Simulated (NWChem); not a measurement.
silicon dioxide molecule (SiO$_{2}$); SMILES O=[Si]=O

All runs: NWChem. Pople sets run with spherical d functions. Each level has its own optimisation; frequencies are unscaled.

| level | r O–Si (Å) | highest harmonic frequency (cm⁻¹) | lowest (cm⁻¹) | zero-point energy (kcal/mol) |
|---|---|---|---|---|
| Hartree-Fock/STO-3G | 1.537 | 1103 | 90 | 3.2 |
| Hartree-Fock/3-21G | 1.545 | 1386 | 158 | 3.8 |
| Hartree-Fock/6-31G* | 1.483 | 1602 | 336 | 4.8 |
| B3LYP/6-31G* | 1.521 | ? | ? | 4.3 |
| LDA (Slater exchange, VWN5)/def2-SVP | 1.528 | 1430 | 290 | 4.3 |
| PBE/def2-SVP | 1.541 | 1390 | 282 | 4.1 |
| BLYP/def2-SVP | 1.543 | 1376 | 277 | 4.1 |
| PBE0/def2-SVP | 1.518 | 1467 | 308 | 4.4 |

Task: Fill in the missing entries.

Result: 
- B3LYP/6-31G*, highest harmonic frequency (cm⁻¹): 1448
- B3LYP/6-31G*, lowest (cm⁻¹): 272
